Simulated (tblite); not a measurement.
Species: C2H7F4PSi2.
Atom-mapped SMILES: `[F:1][Si@@H:2]([CH2:3][C:4]([F:5])([F:6])[F:7])[SiH2:8][PH2:9]` (hydrogens: H10 on Si2; H11, H12 on C3; H13, H14 on Si8; H15, H16 on P9)

The geometry is computed with GFN2-xTB (gas phase).

**Question.** What internal coordinates does the optimisation give?

**Answer.** 
```csv
bond,length (Å)
F1–Si2,1.616
Si2–C3,1.924
C3–C4,1.495
"C4–F5, C4–F7",1.344
C4–F6,1.353
Si2–Si8,2.319
Si8–P9,2.243
Si2–H10,1.461
C3–H11,1.088
C3–H12,1.090
Si8–H13,1.471
Si8–H14,1.471
"P9–H15, P9–H16",1.381
```

Bonds in one row agree within 0.01 Å and their mean is given. A selection of angles:
```csv
angle,degrees
F1–Si2–C3,102.7
F1–Si2–Si8,106.6
F1–Si2–H10,102.1
C3–Si2–Si8,116.5
C3–Si2–H10,103.6
Si8–Si2–H10,122.7
Si2–C3–C4,112.0
Si2–C3–H11,111.9
Si2–C3–H12,110.2
C4–C3–H11,107.2
C4–C3–H12,107.5
H11–C3–H12,108.0
C3–C4–F5,113.1
C3–C4–F6,112.1
F5–C4–F6,105.5
Si2–Si8–P9,109.2
Si2–Si8–H13,112.5
Si2–Si8–H14,109.3
P9–Si8–H13,113.6
P9–Si8–H14,105.3
H13–Si8–H14,106.7
Si8–P9–H15,95.9
H15–P9–H16,92.6
```

Torsions: F1–Si2–C3–C4 88° (synclinal); Si2–C3–C4–F5 -54° (synclinal); F1–Si2–Si8–P9 173° (antiperiplanar).

Of the pairs four or more bonds apart, F6···Si8 is among the closest relative to their van der Waals radii: 3.24 Å, 91 % of the sum of Bondi's values. Si8 (SiH2 silicon) is distorted tetrahedral (angles from 105.3° to 113.6°). Si2 (fluorine-bound silicon) is distorted tetrahedral (angles from 102.1° to 122.7°). P9 (three-coordinate phosphorus) is pyramidal (angles 95.9°, 94.7° and 92.6°, sum 283.2°, 0.83 Å off the plane of its three neighbours).

Point group: C1 (no symmetry element, even within 0.4 Å). Its GFN2-xTB frequencies are all real (lowest 24 cm⁻¹). The numbers are those of one conformer (F1–Si2–C3–C4 88°, F1–Si2–Si8–P9 173°, Si2–Si8–P9–H 81° and 174°). 3 starts were optimised and ended at 0.00, 0.11 and 0.20 kcal/mol (GFN2-xTB); the lowest of these is shown.
